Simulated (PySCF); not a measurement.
## Worked example: refractive index and permittivity of the vapour

CH₃BeCl, SMILES [CH3][Be][Cl].

Coordinates come from a r2SCAN-D4/def2-TZVP optimisation.

M06-2X/def2-TZVPD in PySCF gives a mean static polarisability of 41.3 bohr³ and a dipole moment of 1.26 D. Take an ideal gas at 298.15 K and 1 bar, whether or not the substance is that volatile.

Q: Work out n − 1 in the optical limit and the static ε − 1.

A: 
Polarisability volume α' = 41.3 × 0.148185 = 6.12 Å³. Number density N = p/kT = 2.43e-5 Å⁻³.
Dilute limit of Lorentz–Lorenz: n − 1 = 2π N α' = 0.00093.
Orientation term of Debye: μ²/(3kT) = 8.098 Å³ × μ²(D²) = 12.86 Å³.
ε − 1 = 4π N (α' + μ²/3kT) = 0.0058. Orientation of the dipole supplies 68 % of the static response; it can't follow optical fields. Vibrational polarisation and dispersion are left out.
